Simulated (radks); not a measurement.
Au LXXVIII, configuration [He]. Method: Dirac Kohn-Sham, relativistic LDA (MacDonald-Vosko exchange, VWN5 correlation), spin-unpolarised, spherical densities, finite nucleus; Fermi nuclear charge, rms radius 5.4371 fm; computed with a radial shooting solver on a logarithmic mesh with Libxc functionals.

Normalised radial functions P(r) = r R(r) (large component), r in bohr:

r,1s1/2
0.0006368,1.4187
0.0007966,1.6839
0.0009966,1.9920
0.001237,2.3332
0.001547,2.7355
0.001936,3.1873
0.002422,3.6852
0.00303,4.2201
0.003761,4.7552
0.004705,5.3037
0.005886,5.8067
0.007364,6.2116
0.009213,6.4549
0.01153,6.4690
0.01431,6.2109
0.0179,5.6334
0.02239,4.7625
0.02801,3.6870
0.03505,2.5567
0.04349,1.5771
0.05441,0.8075
0.06808,0.3338

1s1/2: eigenvalue -90772 eV, 0 radial nodes, <r> = 0.0169 bohr, 90 % of the charge inside 0.0308 bohr.
